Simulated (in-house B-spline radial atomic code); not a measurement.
## Ionising the samarium ion Sm⁵⁺ with different functionals

Computed with an all-electron radial atomic-structure program (B-spline basis): four-component Dirac-Coulomb Hamiltonian, Fermi nucleus of rms radius 5.0819 fm, spin-restricted, spherical fractional occupations for the functionals, and exact exchange of hybrids averaged over the configuration. The ionisation energy is the difference of two self-consistent energies, [Xe] 4f3 → [Kr] 4d10 4f4 5s2 5p4, without Breit or QED terms; ε is the level of the shell that loses the electron (mean over j). The two configurations differ by more than the removed electron. The electron is taken from both j subshells in proportion to 2j + 1, so the result is a j average, not the step between ground levels.

```json
{"method": "B97-1", "rung": "global hybrid", "ΔSCF (eV)": "96.37", "-ε(5p) (eV)": "82.80"}
{"method": "BHandHLYP", "rung": "global hybrid", "ΔSCF (eV)": "?", "-ε(5p) (eV)": "?"}
{"method": "LC-wPBE", "rung": "range-separated hybrid", "ΔSCF (eV)": "96.28", "-ε(5p) (eV)": "86.11"}
{"method": "HSE06", "rung": "range-separated hybrid", "ΔSCF (eV)": "?", "-ε(5p) (eV)": "?"}
```

(1) What does HSE06 give?

(2) What does BHandHLYP give?

(3) Among the functionals, which spreads more, the ΔSCF values or the orbital energies?

(4) How do they compare with the NIST value?

Results:

(1) ΔSCF 96.42 eV, and -ε(5p) = 82.69 eV.

(2) ΔSCF 96.75 eV, and -ε(5p) = 84.99 eV.

(3) The orbital energies: ΔSCF values span about 0.47 eV and the orbital energies 3.42 eV; here energy differences depend much less on the functional than eigenvalues do.

(4) NIST lists 87 eV ± 4 (tabulated theory, ground level to ground level). Errors run from +9.28 to +9.75 eV. The correlated functionals all miss on the same side by more than they spread, so the cause is common to them (Breit-QED terms, spin polarisation, the choice among j levels, multiplet and fine-structure energies, or a listed next ion that isn't the cheapest removal here) and closeness doesn't rank the functionals.
